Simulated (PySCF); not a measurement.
Atom-mapped SMILES (the numbers label the heavy atoms): `[CH2:1]=[C:2]([CH2:3][O:4][CH3:5])[CH:6]([F:7])[F:8]`. Hydrogens are named by the atom that carries them. Ha(C1) is cis to C3; Hb(C1) is trans to C3.

[PySCF: σ from GIAO-PBE0/pcSseg-1; structure optimised with GFN2-xTB; gas phase; relativity neglected; fast rotation and ring inversion assumed for equivalent nuclei; one computed conformer]

Shifts are taken against calculated references (same method and geometry level): $^{13}$C (186.93 ppm) against TMS.

**Question.** Do the $^{13}$C shifts follow the atomic charges (in e)? Tabulate both.

**Answer.** 
```csv
atoms,hybridisation,δ (ppm),σ para (ppm),Hirshfeld,IAO,Mulliken,ESP-fitted
C2,sp2,150.0,-227,-0.02,-0.02,-0.53,-0.06
C1,sp2,122.2,-186,-0.09,-0.29,-0.01,-0.42
C6,sp3,118.6,-172,+0.14,+0.44,+0.64,+0.45
C3,sp3,77.8,-137,+0.00,-0.06,+0.18,+0.02
C5,sp3,61.4,-117,-0.04,-0.20,-0.02,-0.22
```

Correlation coefficients of δ with charge over these carbons: Hirshfeld +0.10, IAO +0.25, Mulliken -0.32, ESP-fitted +0.12; with the paramagnetic shielding -0.99. With so few points, grouped by hybridisation, these coefficients are fragile. Charge is one influence among several: hybridisation and low-lying excitations act through the paramagnetic term.

Shifts are as computed. Against solution values, carbons near 30 ppm lie about +3 ppm off and those near 130 ppm about +5 ppm. Of 1309 compounds with measured shifts, 239 miss one by over three times the rms of a fit or turn the order of signals round; such compounds aren't used in these exercises.
